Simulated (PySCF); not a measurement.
# Correlation energy of F²⁺ (fluorine, charge +2)

[He] 2s2 2p3, high-spin 4S determinant. All numbers are calculated (PySCF 2.14, no relativity, point nucleus, in 6-31G* (3s2p1d, 14 functions)). Frozen: 1s2; 5 electrons correlated.

MP2 pair energies summed by pair of shells (mhartree):

```tsv
pair	energy	share (%)
2s-2p	-32.52	70.4
2p-2p	-9.18	19.9
2s-2s	-4.51	9.8
```

Total MP2 correlation energy: -46.22 mhartree.

Same-spin part -11.35 and opposite-spin part -34.87 mhartree; SCS-MP2 scales them by 1/3 and 6/5 to -45.63 mhartree.

```tsv
level	correlation energy (mhartree)
CCSD	-58.45
(T)	-0.38
CCSD(T)	-58.83
```

Diagnostics: T1 = 0.0039, D1 = 0.0064, largest double amplitude 0.033.

Cost of the coupled-cluster step: 0.1 s of wall time on 1 thread of Neoverse-N1 (shared host), for 5 correlated electrons.
